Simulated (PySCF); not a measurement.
Consider `C=CC[SiH2]C(C)(C)C` (C7H16Si). Non-hydrogen atoms are numbered in `[CH2:1]=[CH:2][CH2:3][SiH2:4][C:5]([CH3:6])([CH3:7])[CH3:8]`.

Computed at B3LYP-D3(BJ)/ma-def2-SVP // GFN2-xTB with PySCF (density fitting, grid level 2). The prefix ma- adds one diffuse s and one diffuse p function on all atoms but H. Zero-point and thermal terms (298.15 K, 1 bar) come from unscaled GFN2-xTB harmonic frequencies, with soft modes damped to free rotors in the entropy.

What are the vertical and the adiabatic ionisation energy for forming the radical cation?

8.71 eV vertical and 8.27 eV adiabatic, the latter with zero-point energy.

Where does the unpaired spin of the relaxed radical cation sit?

C1 (alkene carbon) 0.33, C5 (carbon) 0.29, C3 (allylic carbon) 0.13, Si4 (silicon) 0.09 (intrinsic atomic orbital populations).

What oxidation potential follows in DMSO (IEF-PCM), given that Fc+/Fc comes at 4.44 V absolute with this functional and basis?

In the gas phase ΔG of oxidation is 8.236 eV, and solvation is -8.3 kJ/mol for the parent and -200.2 kJ/mol for the product, so the absolute potential is 6.25 V, or 1.81 V against Fc+/Fc. Fc+/Fc in DMSO, 4.44 V, is B3LYP-D3(BJ)/ma-def2-SVP on PBE0-D3(BJ)/def2-SVP structures with GFN2-xTB thermal terms. Benchmark calculations put it near 5.0 V in acetonitrile and DMSO, so it is about 0.6 V low, and the value against it can read up to that much too high. The solvent is electrostatics only, on gas-phase structures; the absolute scale refers to an electron at rest in vacuum.

How far is −ε(HOMO) from the vertical value by ΔSCF?

−ε(HOMO) = 6.80 eV, which is 1.91 eV below the ΔSCF value.

Caveats: ma-def2-SVP is a small basis, whose errors can reach tens of kJ/mol.
